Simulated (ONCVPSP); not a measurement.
**holmium, ONCV: configuration errors across variants**

```
Element                 : Ho (Z = 67)
Generator               : ONCVPSP 4.0.1
Type                    : optimised norm-conserving Vanderbilt (ONCV)
Functional              : PBE
Relativity              : fully relativistic
Frozen core             : [Kr] 4d10 4f10
Valence charge          : 11
Reference configuration : 5s2 5p6 5d1 6s1 6p1
Partial waves           : 5s+6s: rc 2.15 bohr, ncon 4, nbas 8, qcut 7.1 1/bohr, 2 projectors; 5p+6p: rc 2.90 bohr, ncon 4, nbas 9, qcut 5 1/bohr, 2 projectors; 5d: rc 3.00 bohr, ncon 4, nbas 8, qcut 5.2 1/bohr, 2 projectors, debl 2.2 Ha
Local potential         : polynomial inside 1.35 bohr (lpopt 5, dvloc0 0 Ha)
Core correction         : none
```

Open shells are filled in proportion to 2j + 1.

All-electron excitation energies from the reference (eV): (1) 5s2 5p6 5d1 6s2 6p0 -3.077; (2) 5s2 5p6 5d1 6s1 6p0 3.866; (3) 5s2 5p6 5d1 6s0 6p0 16.463; (4) 5s2 5p6 5d1 6s0 6p1 7.694.

Errors AE − PS in meV (a dash: test not solved or not reliable):

```tsv
change	(1)	(2)	(3)	(4)	bound ghosts	GHOST(+) flags above zero
base	+1.6	+2.5	+20	+3.1	none	s, d5/2
local potential polynomial inside 1.35 bohr (lpopt 5, dvloc0 -1.5 Ha)	+1.6	+2.5	+20	+3.1	none	s, d5/2, p1/2, d3/2
local potential polynomial inside 1.35 bohr (lpopt 5, dvloc0 4.5 Ha)	+1.5	+2.5	+20	+3.1	none	s, p1/2
local potential polynomial inside 1.35 bohr (lpopt 5, dvloc0 7 Ha)	+1.5	+2.5	+20	+3.1	none	none
local potential polynomial inside 1.35 bohr (lpopt 5, dvloc0 8.5 Ha)	+1.6	+2.5	+20	+3.1	none	none
```

Problem. Give the same row for: local potential polynomial inside 1.35 bohr (lpopt 5, dvloc0 2.5 Ha).

Solution. +1.5, +2.5, +20, +3.1; bound ghosts: none; GHOST(+) flags above zero: s, p1/2.
